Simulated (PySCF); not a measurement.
## How methods differ on the ionisation energy of Rb(23+)

Rb(23+) [Ne] 3s2 3p2 [3p1/2^2, M_J = 0] → Rb(24+) [Ne] 3s2 3p1 [3p1/2^1, M_J = 1/2], as a difference of total energies. All numbers are calculated (PySCF 2.14, the two-component X2C-1e Hamiltonian, in an uncontracted even-tempered set (19 s from 3 bohr⁻², ratio 2.4; 13 p from 3.8 bohr⁻², ratio 2.4; 5 d from 15 bohr⁻², ratio 2.6; 4 f from 22 bohr⁻², ratio 2.6)). Correlated levels: 1s2 frozen; the 50 highest virtual spinors dropped. "Screened" scales the spin-orbit matrix elements by Boettger's factors to mimic the two-electron term; Breit and QED terms are absent.

| method | ionisation energy (eV) |
| --- | --- |
| GHF (spin-free) | 1072.8 |
| GMP2 (spin-free) | 1073.5 |
| GHF (screened spin-orbit) | 1076.2 |
| GMP2 (screened spin-orbit) | 1077.9 |

Breit and QED terms and the two-electron picture change are absent.

The spin-free rows relax to the high-spin LS determinant and lack the spin-orbit shift.

The labels give the starting determinants; with spin-orbit coupling the two ends relaxed to ⟨J²⟩ = 0.00, ⟨L²⟩ = 1.33, ⟨S²⟩ = 1.33 and ⟨J²⟩ = 0.75, ⟨L²⟩ = 2.01, ⟨S²⟩ = 0.75.

For comparison: 1080 ± 3 eV (semi-empirical (NIST evaluation); NIST Atomic Spectra Database, ionization energies).
